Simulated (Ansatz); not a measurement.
Harmonic vibrations of BH5NPS2 by finite differences.

```yaml
crystal:
  periodic: [false, false, false]
  atoms:
    - {symbol: B, position_ang: [-1.306093, -0.015459, -0.507407]}
    - {symbol: P, position_ang: [-0.373477, -1.498543, 0.242817]}
    - {symbol: N, position_ang: [0.512649, -0.837575, 1.472525]}
    - {symbol: S, position_ang: [0.255847, -0.273981, -1.698962]}
    - {symbol: S, position_ang: [1.735369, 0.942547, -0.966696]}
    - {symbol: H, position_ang: [-1.289054, 1.050083, 0.044188]}
    - {symbol: H, position_ang: [-2.251859, -0.322251, -1.178462]}
    - {symbol: H, position_ang: [0.463345, 0.142110, 1.704503]}
    - {symbol: H, position_ang: [1.336427, -1.306267, 1.813460]}
    - {symbol: H, position_ang: [0.999948, 2.068036, -0.923065]}
basis:
  gaussian: {orbitals: def2-TZVP}
hamiltonian: {xc: pbe0, dispersion: d4}
phonons: {temperatures: {t_min: 298.15, t_max: 900, t_step: 200}}
```

```sh
$ ansatz run in.yaml --threads 4 --pin off --events-out ev --progress --plain --max-ram 10444MiB
```

Shortened log:

```
Functional definition: PBE0
mean field -33196.07979936 eV, -1219.9334315153 hartree, gradient 2.9e-5 eV, S^2 0.000000; 0 other end points of the search recorded, 0 dependent functions left out
mean field -33196.07968105 eV, -1219.9334271677 hartree, gradient 1.7e-6 eV, S^2 0.000000; 0 other end points of the search recorded, 0 dependent functions left out
mean field -33196.07975724 eV, -1219.9334299674 hartree, gradient 1.8e-6 eV, S^2 0.000000; 0 other end points of the search recorded, 0 dependent functions left out
mean field -33196.07970993 eV, -1219.9334282288 hartree, gradient 1.2e-6 eV, S^2 0.000000; 0 other end points of the search recorded, 0 dependent functions left out
mean field -33196.07968344 eV, -1219.9334272556 hartree, gradient 1.2e-6 eV, S^2 0.000000; 0 other end points of the search recorded, 0 dependent functions left out
mean field -33196.07973084 eV, -1219.9334289975 hartree, gradient 2.6e-6 eV, S^2 0.000000; 0 other end points of the search recorded, 0 dependent functions left out
mean field -33196.07973610 eV, -1219.9334291905 hartree, gradient 1.2e-6 eV, S^2 0.000000; 0 other end points of the search recorded, 0 dependent functions left out
mean field -33196.07972505 eV, -1219.9334287845 hartree, gradient 1.4e-6 eV, S^2 0.000000; 0 other end points of the search recorded, 0 dependent functions left out
mean field -33196.07976502 eV, -1219.9334302535 hartree, gradient 1.6e-6 eV, S^2 0.000000; 0 other end points of the search recorded, 0 dependent functions left out
mean field -33196.07969418 eV, -1219.9334276502 hartree, gradient 1.3e-6 eV, S^2 0.000000; 0 other end points of the search recorded, 0 dependent functions left out
mean field -33196.07975985 eV, -1219.9334300634 hartree, gradient 1.1e-6 eV, S^2 0.000000; 0 other end points of the search recorded, 0 dependent functions left out
mean field -33196.07974214 eV, -1219.9334294125 hartree, gradient 2.4e-6 eV, S^2 0.000000; 0 other end points of the search recorded, 0 dependent functions left out
mean field -33196.07971790 eV, -1219.9334285219 hartree, gradient 1.8e-6 eV, S^2 0.000000; 0 other end points of the search recorded, 0 dependent functions left out
mean field -33196.07964616 eV, -1219.9334258855 hartree, gradient 2.3e-6 eV, S^2 0.000000; 0 other end points of the search recorded, 0 dependent functions left out
mean field -33196.07966689 eV, -1219.9334266472 hartree, gradient 1.7e-6 eV, S^2 0.000000; 0 other end points of the search recorded, 0 dependent functions left out
mean field -33196.07957775 eV, -1219.9334233715 hartree, gradient 2.3e-6 eV, S^2 0.000000; 0 other end points of the search recorded, 0 dependent functions left out
mean field -33196.07961424 eV, -1219.9334247124 hartree, gradient 1.8e-6 eV, S^2 0.000000; 0 other end points of the search recorded, 0 dependent functions left out
mean field -33196.07975469 eV, -1219.9334298739 hartree, gradient 2.0e-6 eV, S^2 0.000000; 0 other end points of the search recorded, 0 dependent functions left out
mean field -33196.07966434 eV, -1219.9334265536 hartree, gradient 1.8e-6 eV, S^2 0.000000; 0 other end points of the search recorded, 0 dependent functions left out
mean field -33196.07976272 eV, -1219.9334301691 hartree, gradient 1.0e-6 eV, S^2 0.000000; 0 other end points of the search recorded, 0 dependent functions left out
mean field -33196.07975011 eV, -1219.9334297056 hartree, gradient 1.2e-6 eV, S^2 0.000000; 0 other end points of the search recorded, 0 dependent functions left out
mean field -33196.07976438 eV, -1219.9334302299 hartree, gradient 2.2e-6 eV, S^2 0.000000; 0 other end points of the search recorded, 0 dependent functions left out
mean field -33196.07976747 eV, -1219.9334303435 hartree, gradient 1.1e-6 eV, S^2 0.000000; 0 other end points of the search recorded, 0 dependent functions left out
mean field -33196.07972863 eV, -1219.9334289163 hartree, gradient 2.8e-6 eV, S^2 0.000000; 0 other end points of the search recorded, 0 dependent functions left out
mean field -33196.07979933 eV, -1219.9334315144 hartree, gradient 1.4e-6 eV, S^2 0.000000; 0 other end points of the search recorded, 0 dependent functions left out
mean field -33196.07978219 eV, -1219.9334308843 hartree, gradient 2.5e-6 eV, S^2 0.000000; 0 other end points of the search recorded, 0 dependent functions left out
mean field -33196.07969135 eV, -1219.9334275460 hartree, gradient 2.0e-6 eV, S^2 0.000000; 0 other end points of the search recorded, 0 dependent functions left out
mean field -33196.07976657 eV, -1219.9334303103 hartree, gradient 2.0e-6 eV, S^2 0.000000; 0 other end points of the search recorded, 0 dependent functions left out
mean field -33196.07967966 eV, -1219.9334271167 hartree, gradient 1.2e-6 eV, S^2 0.000000; 0 other end points of the search recorded, 0 dependent functions left out
mean field -33196.07975697 eV, -1219.9334299577 hartree, gradient 3.0e-6 eV, S^2 0.000000; 0 other end points of the search recorded, 0 dependent functions left out
mean field -33196.07981962 eV, -1219.9334322599 hartree, gradient 2.5e-6 eV, S^2 0.000000; 0 other end points of the search recorded, 0 dependent functions left out
mean field -33196.07977930 eV, -1219.9334307784 hartree, gradient 1.4e-6 eV, S^2 0.000000; 0 other end points of the search recorded, 0 dependent functions left out
mean field -33196.07980288 eV, -1219.9334316446 hartree, gradient 1.1e-6 eV, S^2 0.000000; 0 other end points of the search recorded, 0 dependent functions left out
mean field -33196.07973557 eV, -1219.9334291712 hartree, gradient 1.8e-6 eV, S^2 0.000000; 0 other end points of the search recorded, 0 dependent functions left out
mean field -33196.07974866 eV, -1219.9334296521 hartree, gradient 1.5e-6 eV, S^2 0.000000; 0 other end points of the search recorded, 0 dependent functions left out
mean field -33196.07977100 eV, -1219.9334304733 hartree, gradient 1.9e-6 eV, S^2 0.000000; 0 other end points of the search recorded, 0 dependent functions left out
mean field -33196.07978685 eV, -1219.9334310558 hartree, gradient 2.0e-6 eV, S^2 0.000000; 0 other end points of the search recorded, 0 dependent functions left out
mean field -33196.07975133 eV, -1219.9334297504 hartree, gradient 1.6e-6 eV, S^2 0.000000; 0 other end points of the search recorded, 0 dependent functions left out
mean field -33196.07975153 eV, -1219.9334297577 hartree, gradient 1.9e-6 eV, S^2 0.000000; 0 other end points of the search recorded, 0 dependent functions left out
mean field -33196.07978589 eV, -1219.9334310204 hartree, gradient 1.5e-6 eV, S^2 0.000000; 0 other end points of the search recorded, 0 dependent functions left out
mean field -33196.07978884 eV, -1219.9334311288 hartree, gradient 1.4e-6 eV, S^2 0.000000; 0 other end points of the search recorded, 0 dependent functions left out
mean field -33196.07977491 eV, -1219.9334306169 hartree, gradient 1.4e-6 eV, S^2 0.000000; 0 other end points of the search recorded, 0 dependent functions left out
mean field -33196.07976845 eV, -1219.9334303793 hartree, gradient 1.6e-6 eV, S^2 0.000000; 0 other end points of the search recorded, 0 dependent functions left out
mean field -33196.07979353 eV, -1219.9334313013 hartree, gradient 1.2e-6 eV, S^2 0.000000; 0 other end points of the search recorded, 0 dependent functions left out
mean field -33196.07978047 eV, -1219.9334308213 hartree, gradient 1.6e-6 eV, S^2 0.000000; 0 other end points of the search recorded, 0 dependent functions left out
mean field -33196.07967113 eV, -1219.9334268032 hartree, gradient 3.0e-6 eV, S^2 0.000000; 0 other end points of the search recorded, 0 dependent functions left out
mean field -33196.07965826 eV, -1219.9334263303 hartree, gradient 1.2e-6 eV, S^2 0.000000; 0 other end points of the search recorded, 0 dependent functions left out
mean field -33196.07979948 eV, -1219.9334315199 hartree, gradient 1.6e-6 eV, S^2 0.000000; 0 other end points of the search recorded, 0 dependent functions left out
mean field -33196.07976841 eV, -1219.9334303780 hartree, gradient 2.1e-6 eV, S^2 0.000000; 0 other end points of the search recorded, 0 dependent functions left out
mean field -33196.07971673 eV, -1219.9334284789 hartree, gradient 2.6e-6 eV, S^2 0.000000; 0 other end points of the search recorded, 0 dependent functions left out
mean field -33196.07968925 eV, -1219.9334274689 hartree, gradient 1.1e-6 eV, S^2 0.000000; 0 other end points of the search recorded, 0 dependent functions left out
mean field -33196.07974068 eV, -1219.9334293590 hartree, gradient 2.1e-6 eV, S^2 0.000000; 0 other end points of the search recorded, 0 dependent functions left out
mean field -33196.07976898 eV, -1219.9334303990 hartree, gradient 1.7e-6 eV, S^2 0.000000; 0 other end points of the search recorded, 0 dependent functions left out
mean field -33196.07978291 eV, -1219.9334309109 hartree, gradient 2.2e-6 eV, S^2 0.000000; 0 other end points of the search recorded, 0 dependent functions left out
mean field -33196.07976837 eV, -1219.9334303766 hartree, gradient 2.4e-6 eV, S^2 0.000000; 0 other end points of the search recorded, 0 dependent functions left out
mean field -33196.07977740 eV, -1219.9334307085 hartree, gradient 2.6e-6 eV, S^2 0.000000; 0 other end points of the search recorded, 0 dependent functions left out
mean field -33196.07976074 eV, -1219.9334300961 hartree, gradient 9.1e-7 eV, S^2 0.000000; 0 other end points of the search recorded, 0 dependent functions left out
mean field -33196.07975274 eV, -1219.9334298023 hartree, gradient 1.7e-6 eV, S^2 0.000000; 0 other end points of the search recorded, 0 dependent functions left out
mean field -33196.07972966 eV, -1219.9334289538 hartree, gradient 9.9e-7 eV, S^2 0.000000; 0 other end points of the search recorded, 0 dependent functions left out
mean field -33196.07979168 eV, -1219.9334312332 hartree, gradient 3.0e-6 eV, S^2 0.000000; 0 other end points of the search recorded, 0 dependent functions left out
mean field -33196.07980382 eV, -1219.9334316793 hartree, gradient 2.8e-6 eV, S^2 0.000000; 0 other end points of the search recorded, 0 dependent functions left out
Total energy: -33196.37036335 eV, -1219.9441095450 hartree
Atom 0 at    -1.306093    -0.015459    -0.507407 Å, force    -0.003287     0.002881     0.002540 eV/Å
Atom 1 at    -0.373477    -1.498543     0.242817 Å, force    -0.000114     0.000058     0.000839 eV/Å
Atom 2 at     0.512649    -0.837575     1.472525 Å, force    -0.001380     0.001389    -0.000347 eV/Å
Atom 3 at     0.255847    -0.273981    -1.698962 Å, force     0.004763    -0.001215    -0.001599 eV/Å
Atom 4 at     1.735369     0.942547    -0.966696 Å, force    -0.001554    -0.000341     0.000743 eV/Å
Atom 5 at    -1.289054     1.050083     0.044188 Å, force    -0.000297    -0.000034    -0.001225 eV/Å
Atom 6 at    -2.251859    -0.322251    -1.178462 Å, force     0.000443    -0.001414     0.000113 eV/Å
Atom 7 at     0.463345     0.142110     1.704503 Å, force     0.001779    -0.000376     0.001421 eV/Å
Atom 8 at     1.336427    -1.306267     1.813460 Å, force     0.000000    -0.001356    -0.002165 eV/Å
Atom 9 at     0.999948     2.068036    -0.923065 Å, force    -0.000354     0.000408    -0.000319 eV/Å
Dipole moment:     0.382324     0.196143     0.396131 e Å
Vibrations: 123.27 154.60 226.21 248.75 256.64 298.38 446.26 476.61 519.75 529.81 648.07 719.89 780.02 878.68 905.26 922.06 970.45 1112.54 1591.53 2539.25 2626.86 2686.14 3576.30 3689.80 cm⁻¹, zero-point energy 1.669269 eV
```

It took 2.1 min on 4 threads of an Arm Neoverse V2 on a shared host, with 0.61 GiB of host memory at the peak.
